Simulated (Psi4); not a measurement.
C2H3O2 (SMILES [CH2]OC=O), doublet, at a GFN2-xTB geometry, with bond 4-3 at 1.3 times its length. Base run: B3LYP/def2-SVP in Psi4 1.11.

Input for Psi4:
```
memory 2 GB

molecule mol {
0 2
C    -1.387308   -0.350689   -0.274487
O    -0.183461   -0.826116    0.051808
C     0.857811    0.008860    0.193223
O     0.812897    1.559687    0.007818
H    -1.524642    0.704611   -0.424825
H    -2.163407   -1.081616   -0.367619
H     1.746626   -0.577525    0.460726
}

set {
  basis def2-svp
  reference uks
}

energy('b3lyp')
print_variables()
```

Each row names what was changed in the base input (with any setting that the change needs).

| change | ΔE vs base (µEh) | SCF cycles | grid points | basis functions |
|---|---|---|---|---|
| base | 0.0 | 13 | 151106 | 71 |
| dft_spherical_points = 974 | 6.4 | 13 | 486725 | 71 |
| e_convergence = 1e-10 | 0.0 | 16 | 151106 | 71 |
| df_basis_scf = cc-pvtz-jkfit | -52.2 | 13 | 151106 | 71 |
| puream = true | 0.0 | 13 | 151106 | 71 |
| e_convergence = 1e-8 | 0.0 | 14 | 151106 | 71 |
| guess = gwh | 0.0 | 15 | 151106 | 71 |
| df_basis_scf = cc-pvqz-jkfit | -28.7 | 13 | 151106 | 71 |
| e_convergence = 1e-4 | 0.0 | 13 | 151106 | 71 |
| soscf = true | 0.0 | 12 | 151106 | 71 |
| d_convergence = 1e-4 | 0.0 | 13 | 151106 | 71 |
| dft_radial_points = 50 | -0.3 | 13 | 102332 | 71 |
| dft_pruning_scheme = robust | 0.0 | 13 | 104002 | 71 |

Open shells are given as the SCF converged; they aren't shown to be the lowest states, and a large step between rows can be another state.
